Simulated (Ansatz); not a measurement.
Relaxation of a periodic cell of 36 atoms, H3C2N (contents 6 CH3CN, density as packed 0.78 g/cm³ with natural masses), to a largest force component of 0.3 eV/Å in at most 15 steps.

Computed with Ansatz 0.2.0, DFT PBE-D3(BJ), scalar-relativistic, plane waves, PAW. Settings: accuracy low, cutoff 420 eV, k mesh 1x1x1, fermi-dirac smearing 0.05 eV, no spin polarisation.

```xyz
36
Lattice="8.0517 0.0000 0.0000 0.0000 8.0517 0.0000 0.0000 0.0000 8.0517" Properties=species:S:1:pos:R:3
C 6.442 6.707 2.314
C 5.616 5.509 2.193
N 4.949 4.542 2.096
H 6.372 7.112 3.325
H 7.486 6.466 2.102
H 6.106 7.468 1.606
C 1.860 0.430 7.079
C 2.161 0.091 8.467
N 2.404 -0.182 9.587
H 1.923 1.510 6.934
H 2.572 -0.057 6.410
H 0.852 0.099 6.822
C 4.287 2.944 6.583
C 5.390 3.637 7.242
N 6.281 4.196 7.775
H 3.347 3.466 6.775
H 4.456 2.909 5.505
H 4.206 1.923 6.960
C 1.302 0.891 3.971
C 2.047 2.097 4.325
N 2.648 3.070 4.609
H 0.750 1.050 3.043
H 1.987 0.053 3.835
H 0.593 0.642 4.764
C 4.639 1.009 3.354
C 5.224 0.671 4.649
N 5.697 0.397 5.693
H 4.527 2.091 3.264
H 5.281 0.653 2.547
H 3.656 0.545 3.254
C 1.741 5.092 7.064
C 0.921 5.651 5.992
N 0.259 6.102 5.127
H 1.352 5.403 8.035
H 1.733 4.002 7.013
H 2.771 5.441 6.969
```

**Question.** Where does it end, and by what steps?

**Answer.** The run converged. The threshold is loose, so the end isn't yet a minimum. The force dipped under the threshold on the way, but the program's further checks kept it going. Limits of this set-up: coarse k mesh, low accuracy level. After 14 steps the energy has fallen by 1.934 eV; N15 moved furthest, 1.76 Å.

| step | energy less start (eV) | largest force component (eV/Å) | accepted |
| --- | --- | --- | --- |
| 0 | 0.0000 | 2.152 | yes |
| 1 | -0.6386 | 0.405 | yes |
| 2 | -1.0544 | 0.448 | yes |
| 3 | -1.2761 | 0.186 | yes |
| 4 | -1.3889 | 0.371 | yes |
| 5 | -1.4870 | 0.209 | yes |
| 6 | -1.5695 | 0.540 | yes |
| 7 | -1.6387 | 0.682 | yes |
| 8 | -1.7055 | 0.637 | yes |
| 9 | -1.7661 | 0.612 | yes |
| 10 | -1.8202 | 0.397 | yes |
| 11 | -1.8585 | 0.354 | yes |
| 12 | -1.8831 | 0.400 | yes |
| 13 | -1.9076 | 0.342 | yes |
| 14 | -1.9335 | 0.048 | yes |

```xyz
36
Lattice="8.0517 0.0000 0.0000 0.0000 8.0517 0.0000 0.0000 0.0000 8.0517" Properties=species:S:1:pos:R:3
C 6.583 6.019 2.279
C 5.438 5.131 2.307
N 4.529 4.407 2.313
H 6.901 6.274 3.301
H 7.419 5.520 1.769
H 6.331 6.934 1.727
C 1.704 0.814 7.309
C 2.044 0.068 8.499
N 2.320 -0.527 9.460
H 1.369 1.823 7.582
H 2.574 0.870 6.642
H 0.887 0.311 6.775
C 5.111 3.098 7.288
C 6.426 3.082 7.895
N 7.472 3.063 8.403
H 4.375 3.385 8.051
H 5.084 3.826 6.467
H 4.875 2.104 6.885
C 0.386 1.346 3.416
C 1.406 2.087 4.121
N 2.239 2.653 4.700
H -0.004 1.944 2.580
H 0.825 0.420 3.020
H -0.423 1.083 4.110
C 4.704 1.110 3.170
C 4.725 0.553 4.506
N 4.728 0.113 5.582
H 4.381 2.160 3.202
H 5.703 1.068 2.722
H 4.001 0.537 2.549
C 1.978 5.184 6.710
C 0.920 5.793 5.932
N 0.079 6.298 5.307
H 1.630 4.993 7.734
H 2.261 4.239 6.225
H 2.850 5.850 6.746
```

Time of the run: 46 s on 1 thread of Arm Neoverse V2, on a shared host, peak memory 0.46 GiB.
